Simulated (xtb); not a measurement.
A run for xtb: GFN1-xTB on SiMo, 2S+1 = 5, a spin state set in the input, which need not be the lowest, a point of a bond scan (R = 2.249 Å).

```
$ xtb mol.xyz --gfn 1 --sp --chrg 0 --uhf 4
2

Mo     0.00000000     0.00000000     0.00000000
Si     0.00000000     0.00000000     2.24867300
```

What total energy does the run end on?

-3.6377 hartree.
